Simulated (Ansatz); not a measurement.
Input file for Ansatz (an electronic-structure program): U-CCSD(T)/cc-pV(D+d)Z on H3OSi (SMILES [O][SiH3]), 2S+1 = 2. Files ending in .json are basis or fitting sets from the Basis Set Exchange.

Ansatz 0.2 input:
```yaml
crystal:
  periodic: [false, false, false]
  atoms:
    - {symbol: O, position_ang: [1.21348403, -0.05376198, -0.09191027]}
    - {symbol: Si, position_ang: [-0.47970295, 0.02312182, 0.03078760]}
    - {symbol: H, position_ang: [-0.98751018, 1.40361485, -0.15684878]}
    - {symbol: H, position_ang: [-0.71014662, -0.43159504, 1.42761164]}
    - {symbol: H, position_ang: [-1.14756751, -0.88839323, -0.92938626]}
basis:
  gaussian:
    orbitals: cc-pV_D+d_Z.json
magnetization: {spin_polarized: true, initial_magnetization: 1}
correlation: {method: ccsd_t, electrons: outside_noble_gas}
accuracy: high
phonons: {}
scf: {omitted_lower_state_checks: [cluster_reference]}
```

The head of its log:

```
WARN ansatz: RAYON_NUM_THREADS=4 ignored (pool sized by the plan → 4); use --threads N
Functional definition: HF
these checks for a lower state are left out or cut short: cluster_reference
integrals: 0.07 GiB planned
1204 factors; integrals over basis functions are off by at most 2.2e-9 eV
mean field: 0.14 GiB planned
mean field evaluation 1: about -9940.5086 eV, gradient 2.6e1 eV
mean field evaluation 2: about -9940.5090 eV, gradient 2.6e1 eV
mean field evaluation 4: about -9945.8254 eV, gradient 5.7e0 eV
mean field evaluation 8: about -9946.4180 eV, gradient 1.2e-1 eV
mean field evaluation 16: about -9946.2808 eV, gradient 5.1e0 eV
mean field evaluation 32: about -9946.3209 eV, gradient 5.5e-2 eV
mean field evaluation 64: about -9946.4186 eV, gradient 7.9e-4 eV
mean field -9946.41859261 eV, -365.5241413537 hartree, gradient 2.3e-8 eV, S^2 0.756122; 6 other end points of the search recorded, 0 dependent functions left out
6 core orbitals not correlated
reference -9946.41859261 eV, -365.5241413537 hartree; 7, 6 occupied and 39, 40 virtual orbitals, 1204 factors
densities: 0.34 GiB planned
```

Problem. What total energy does the run end on?

Solution. -365.8094 hartree (reference determinant -365.5241, T1 diagnostic 0.018).
